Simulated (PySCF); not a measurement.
Compound: C7H9NSi.
Structure used (GFN2-xTB), in Å, numbered top down from 1:
```
atom  x, y, z in Å
C1     3.7372   -0.3350    1.2224
C2     2.8945   -0.1788    0.3871
C3     1.8664   -0.0027   -0.6088
Si4    0.3217   -1.0383   -0.1894
C5    -0.9208   -0.3180    1.0760
C6    -2.0597   -0.4009    0.0274
C7    -2.8133    0.8148   -0.0730
N8    -3.3744    1.8083   -0.1649
C9    -1.2376   -0.7042   -1.2505
H10    4.4880   -0.4589    1.9439
H11    2.2622   -0.3060   -1.5801
H12    1.6126    1.0580   -0.6732
H13    0.6396   -2.4568    0.0005
H14   -1.1310   -0.8801    1.9819
H15   -0.7254    0.7125    1.3706
H16   -2.7432   -1.2216    0.2567
H17   -1.6504   -1.5191   -1.8388
H18   -1.1754    0.1684   -1.8994
```

NICS = −σ at a ghost point: NICS(0) at the centroid of the ring atoms, NICS(1) 1 Å to either side along the normal of their mean plane, zz for the tensor component along that normal. Level: GIAO PBE0/pcSseg-1 (PySCF, non-relativistic, gas phase) on the GFN2-xTB geometry, one conformer.

Ring bond lengths (Å), with Mayer bond orders in brackets: Si4–C5 1.914 (0.93), C5–C6 1.550 (0.96), C6–C9 1.549 (0.96), C9–Si4 1.915 (0.91).

Q: What do the NICS probes read (ppm)?

A: 
| ring | type | NICS(0) | NICS(1), two faces | NICS(1)zz, two faces | rms pucker (Å) | centre to ring atoms, mean (Å) |
| --- | --- | --- | --- | --- | --- | --- |
| Si4–C5–C6–C9 | 4-membered ring with Si; formal bonds all single | 0.5 | -0.4 / -1.2 | 7.4 / 3.0 | 0.07 | 1.22 |

Q: What can be read from them?

A: 
- Si4–C5–C6–C9: mean NICS(1)zz 5.2 ppm, deshielded. Si4, C5, C6, C9 have four or more neighbours, and the NICS criterion for π rings isn't applied. The two faces differ by 4.4 ppm, so no symmetry operation interchanges them.

Q: How shielded are the nuclei of the rings and their hydrogens (means over atoms taken as equivalent)?

A: 
| atoms | environment | σ isotropic (ppm) |
| --- | --- | --- |
| Si4 | SiH silicon | 359.9 |
| C5 (×2) | sp3 carbon bound to silicon | 164.4 |
| C6 | sp3 carbon next to a nitrile | 169.2 |
| H13 | Si–H hydrogen | 26.75 |
| H14 (×2) | methylene hydrogen | 29.73 |
| H15 (×2) | methylene hydrogen | 29.87 |
| H16 | methine hydrogen | 28.81 |
